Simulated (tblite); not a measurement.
C5H14GeN2.
Bonds: C1–C2 (double), C2–C3, C3–N4, N4–N5, N5–Ge6, N5–C7, C7–C8. Hydrogens: H9, H10 on C1; H11 on C2; H12, H13 on C3; H14 on N4; H15, H16, H17 on Ge6; H18, H19 on C7; H20, H21, H22 on C8.

Computed with GFN2-xTB (tblite), gas phase: L-BFGS steps from a force-field or distance-geometry start until the largest atomic force falls under 0.01 eV/Å.

Step 0: E = -694.4599 eV
```
atom  x, y, z in Å  |  force x, y, z in eV/Å
C1      3.4997   -0.8574    0.1065   -0.276   0.937  -0.733
C2      2.6637    0.1507   -0.1964    1.374  -1.289   0.686
C3      1.3833    0.3715    0.5185    0.216  -0.686   0.263
N4      0.3526    0.3052   -0.4965    1.360   0.381  -0.932
N5     -0.9216    0.4736   -0.0772   -1.206   2.016  -0.933
Ge6    -1.5900    2.1680   -0.0479   -0.461   0.816   0.205
C7     -1.7154   -0.5864    0.3356   -0.927  -1.203   2.877
C8     -1.9788   -1.7000   -0.6136   -0.696  -1.683  -0.373
H9      4.4225   -0.9094   -0.4908   -0.480  -0.412   0.672
H10     3.2785   -1.5891    0.8913    0.301   0.432  -0.542
H11     2.9405    0.8430   -0.9839   -0.256  -0.029   0.149
H12     1.4419    1.3605    1.0066   -0.517  -0.111  -0.240
H13     1.2279   -0.3994    1.3217    0.203   0.383  -0.356
H14     0.5521   -0.3608   -1.2642   -0.372   0.267   0.828
H15    -3.1354    2.1971   -0.2513    0.577  -0.138   0.158
H16    -1.0013    3.1440   -1.0847    0.038  -0.465   0.358
H17    -1.3363    2.7506    1.3922   -0.127  -0.127  -0.636
H18    -1.2303   -1.0537    1.2474   -0.231   0.113  -0.371
H19    -2.7165   -0.2378    0.7286    0.906   0.166  -0.413
H20    -1.0439   -2.0467   -1.0687   -0.340   0.107  -0.168
H21    -2.3568   -2.5575    0.0209    0.169   0.730  -0.948
H22    -2.7467   -1.4467   -1.3804    0.744  -0.204   0.449
```

Question: Estimate the geometry and energy of step 1. (The exact step hangs on the optimiser's Hessian estimate; all steps are aligned on step 0, rigid shifts and turns removed.)

Answer: E = -694.7753 eV, largest force 1.480 eV/Å
```
atom  x, y, z in Å  |  force x, y, z in eV/Å
C1      3.4957   -0.8440    0.0960    0.989  -1.084   0.193
C2      2.6833    0.1323   -0.1866   -0.461   0.975  -0.071
C3      1.3863    0.3617    0.5223    0.390  -0.276  -0.122
N4      0.3720    0.3106   -0.5098   -0.038   1.026   0.043
N5     -0.9388    0.5024   -0.0905   -0.543   0.180  -0.722
Ge6    -1.5966    2.1796   -0.0450   -0.354   0.822   0.191
C7     -1.7286   -0.6036    0.3767    0.003  -0.236   0.429
C8     -1.9888   -1.7241   -0.6189   -0.026  -0.309   0.253
H9      4.4156   -0.9152   -0.4812   -0.158  -0.376   0.407
H10     3.2828   -1.5829    0.8835    0.290   0.466  -0.569
H11     2.9369    0.8426   -0.9817   -0.272  -0.227   0.356
H12     1.4345    1.3589    1.0032   -0.420  -0.229  -0.265
H13     1.2308   -0.3939    1.3167    0.086   0.082  -0.099
H14     0.5468   -0.3569   -1.2523   -0.255  -0.206   0.333
H15    -3.1272    2.1952   -0.2490    0.469  -0.140   0.135
H16    -1.0007    3.1374   -1.0796    0.039  -0.420   0.310
H17    -1.3381    2.7488    1.3831   -0.123  -0.048  -0.507
H18    -1.2336   -1.0521    1.2421    0.108  -0.114   0.261
H19    -2.7036   -0.2354    0.7227    0.235   0.225  -0.030
H20    -1.0487   -2.0451   -1.0711   -0.238   0.040  -0.174
H21    -2.3544   -2.5470    0.0074   -0.131  -0.033  -0.541
H22    -2.7361   -1.4496   -1.3740    0.410  -0.119   0.188
```

The energy changes by -0.3154 eV. The first-order estimate −F·Δx gives -0.5451 eV and the mean of the old and new forces, exact on a quadratic surface, -0.3132 eV. The step makes an angle of 0° with the force vector and moves no atom by more than 0.046 Å.
